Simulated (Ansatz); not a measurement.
System: sum formula SiP$_{4}$H$_{8}$, net charge 0, singlet state. SMILES: P[Si](P)(P)P
Coordinates optimised at B3LYP-D3(BJ)/def2-TZVP (Ansatz, an electronic-structure program):
```
Si
P 1 2.2671
H 2 1.4201 1 94.71
H 2 1.4204 3 93.84 1 -95.01
P 1 2.2681 2 111.15 3 -167.29
H 5 1.4196 1 93.63 2 51.98
H 5 1.4206 6 93.70 1 95.13
P 1 2.2685 2 111.11 3 74.35
H 8 1.4195 1 93.92 2 -45.65
H 8 1.4197 9 93.80 1 -94.42
P 1 2.2686 2 111.09 3 -43.17
H 11 1.4191 1 93.92 2 -69.28
H 11 1.4197 12 94.01 1 95.34
```

Wanted: atomisation energy (electronic, to ground-state atoms), in kcal/mol. Valence correlation only, unless marked. Open shells are spin-unrestricted. No spin-orbit coupling. Non-relativistic. The coupled-cluster limit lacks core correlation, which all-electron functionals hold. CBS marks a two-point X^-3 extrapolation of the correlation energy; Hartree-Fock from the larger set.

```
level                                        program  atomisation energy (kcal/mol)  minus last row
------------------------------------  --------------  -----------------------------  --------------
HF/STO-3G                                     Ansatz                          799.9           -62.1
BLYP-D3(BJ)/def2-TZVPD                Ansatz + dftd3                          869.0             7.0
r2SCAN-D3(BJ)/def2-TZVPD              Ansatz + dftd3                          862.6             0.6
PBE0/def2-SVP                                 Ansatz                          838.4           -23.6
PBE0-D4/def2-TZVP                     Ansatz + dftd4                          859.6            -2.4
BHLYP/def2-TZVPD                              Ansatz                          836.4           -25.6
wB97M-V/def2-TZVPD                            Ansatz                          873.1            11.1
B2PLYP-D4/def2-TZVPD                  Ansatz + dftd4                          848.6           -13.4
SCS-MP2/cc-pV(D+d)Z                           Ansatz                          762.7           -99.3
CCSD(T)/CBS(cc-pV(T+d)Z,cc-pV(Q+d)Z)          Ansatz                          862.0             0.0
```
